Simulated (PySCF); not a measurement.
## Two-component Hartree-Fock for Zn²⁺ (zinc, charge +2)

Start: [Ar] 3d10. Calculated with PySCF 2.14 in x2c-TZVPPall-2c (6s7p4d2f1g, 70 functions): generalised Hartree-Fock with the X2C-1e Hamiltonian and a Gaussian nucleus; one run each with spin-orbit coupling (SO) switched off, then screened by Boettger's factors.

| spinor shell | electrons | ε, spin-free (eV) | ε, screened SO (eV) | weight of nominal j (screened SO) | rms radius, screened SO (bohr) |
| --- | --- | --- | --- | --- | --- |
| 1s1/2 | 2 | -9750.6 | -9750.5 | 1.000 | 0.0580 |
| 2s1/2 | 2 | -1253.9 | -1253.9 | 1.000 | 0.244 |
| 2p1/2 | 2 | -1085.4 | -1101.8 | 1.000 | 0.217 |
| 2p3/2 | 4 | -1085.4 | -1077.4 | 1.000 | 0.220 |
| 3s1/2 | 2 | -178.26 | -178.25 | 1.000 | 0.732 |
| 3p1/2 | 2 | -126.19 | -128.44 | 1.000 | 0.769 |
| 3p3/2 | 4 | -126.19 | -125.11 | 1.000 | 0.780 |
| 3d3/2 | 4 | -41.423 | -41.684 | 1.000 | 0.979 |
| 3d5/2 | 6 | -41.423 | -41.250 | 1.000 | 0.987 |

```tsv
quantity	spin-free	screened SO
E (hartree)	-1793.32039	-1793.37143
M_J	0	0
⟨J²⟩	0.000	0.000
⟨L²⟩	0.000	0.002
⟨S²⟩	0.000	0.002
```

Without spin-orbit coupling the j labels of p, d and f shells carry no meaning; the spin-free column gives the mean over the occupied spinors of each nl shell.
